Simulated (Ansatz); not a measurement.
BBrH4Si, SMILES `B[SiH2]Br`, relaxed with RKS PBE0-D4/def2-TZVP in Ansatz from a PBE-D4/def2-SVP geometry. The force threshold is 0.005 eV/Å; the program also tests the step.

Charge 0, multiplicity 1.

Start:

```xyz
7

B    -0.793   -0.479    0.842
Si    0.429    0.397   -0.494
Br    1.945   -0.999   -1.406
H    -0.747   -1.657    1.129
H    -1.626    0.221    1.388
H     1.181    1.531    0.157
H    -0.389    0.987   -1.617
```

Task: How much energy does the relaxation release, and in how many steps? (An estimate is asked.)

Result: Ansatz gave: 0.55 kcal/mol, in 4 steps.

Task: Which bonds change most? (Best estimate.)

Result: Computed: Si2–Br3 from 2.254 to 2.231 Å; B1–H5 from 1.218 to 1.197 Å; Si2–H7 from 1.509 to 1.488 Å; Si2–H6 from 1.509 to 1.488 Å.

Task: Give the relaxed structure. (Best estimate.)

Result: Computed: 
```xyz
7

B    -0.792   -0.474    0.840
Si    0.422    0.404   -0.491
Br    1.918   -0.986   -1.389
H    -0.734   -1.633    1.119
H    -1.617    0.204    1.379
H     1.180    1.511    0.153
H    -0.377    0.975   -1.610
```
